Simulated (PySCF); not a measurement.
iodine monochloride (ClI), singlet, at a GFN2-xTB geometry (core potentials on I). Base run: PySCF with HF/def2-SVP.

The PySCF input:
```python
from pyscf import gto, scf

mol = gto.Mole()
mol.atom = '''
    Cl   -0.00000000   -0.00000000   -1.74625450
    I     0.00000000    0.00000000    0.56011937
'''
mol.basis = 'def2-svp'
mol.ecp = {'I': 'def2-svp'}
mol.verbose = 4
mol.build()

mf = scf.RHF(mol)
mf.kernel()
```

The base run was repeated with changes; each row names its change, and settings that it needs were set with it.

```csv
change,ΔE vs base (mEh),dipole (D),outcome
base,0.000,1.54,converged
auxbasis = def2-svp-ri,-,-,input refused
auxbasis = def2-tzvp-ri,-,-,input refused
auxbasis = cc-pvtz-jkfit,-,-,input refused
auxbasis = autoaux,0.178,1.54,converged
only_dfj = on; auxbasis = def2-universal-jfit,-0.245,1.54,converged
auxbasis = cc-pvtz-ri,-,-,input refused
auxbasis = def2-universal-jfit,5465.7,1.41,converged
auxbasis = cc-pvdz-jkfit,-,-,input refused
auxbasis = def2-universal-jkfit,0.062,1.54,converged
```

A fitting set is made for a task (jfit for Coulomb, jkfit for Coulomb and exchange, ri for correlation) and for a family of orbital bases.

- auxbasis = def2-svp-ri: ended with `pyscf.lib.exceptions.BasisNotFoundError: Basis set not found for I in def2-svp-ri`
- auxbasis = def2-tzvp-ri: ended with `pyscf.lib.exceptions.BasisNotFoundError: Basis set not found for I in def2-tzvp-ri`
- auxbasis = cc-pvtz-jkfit: ended with `pyscf.lib.exceptions.BasisNotFoundError: Basis set not found for I in cc-pvtz-jkfit`
